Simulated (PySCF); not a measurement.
Molecule: SMILES [O]=[Ti]([Cl])[Cl] (Cl2OTi). Atoms near the plane z = 1.5 Å, at the PBE0/def2-SVP optimised geometry (x, y, z in Å): Ti1 (-0.4, -0.1, 0.0), Cl2 (-1.8, 1.6, 0.0), Cl3 (1.8, -0.1, 0.0), O4 (-1.1, -1.6, -0.1).

Calculation: PBE0/def2-TZVP in PySCF. The values are rescaled to run from 0 to 1.

```
|                             |
|                             |
|     ..:::.                  |
|    .:--=--:.                |
|   :-=++++==-.               |
|  .-=+*##**+=-.              |
| .:=+*#%%%#*+=:.             |
| .-+*#%@@@%#*+-:.....        |
| :-+*%@@@@%#*+=-:::::::.     |
| :-+#%@@@@@%#*========--:.   |
| .-+*#%@@@%%#*+++++**++=-:   |
| .-=*#%%@%%#**++**####*+=-:  |
|  :-+*##%%##**+**#%%%%##+=:. |
|  .:=+**###**++*#%%@@@%#*+-. |
|   .-=++***++++*#%@@@@@%*+-. |
|    .-=++**++++*#%@@@@@%*+-. |
|     :-=+****++*#%%@@@%#*+-. |
|     :-=+********#%%%%##+=:. |
|     .-=**##***+**####*+=-:  |
|     .-=**###*+++++**++=-:   |
|     .-=+*##**+=======--:.   |
|      :=++***+=-:::::::.     |
|      .-==++==-:..           |
|       .:-=--::              |
|        .::::.               |
|                             |
|                             |
|                             |
|                             |
```
Scale: ten equal steps from 0.000 (start of ' ') to 1.00 (end of '@'), in the order ' .:-=+*#%@'; x runs from -4.00 to 4.00, y from -4.00 (bottom) to 4.00 (top).

Task: Which quantity is mapped?
(A) deformation density (molecule minus spherical neutral atoms)
(B) electrostatic potential
(C) an orbital amplitude
(D) log10 of the electron density

Result: D, log10 of the electron density. In full: log10 of the electron density (e/bohr³), floored at −4.
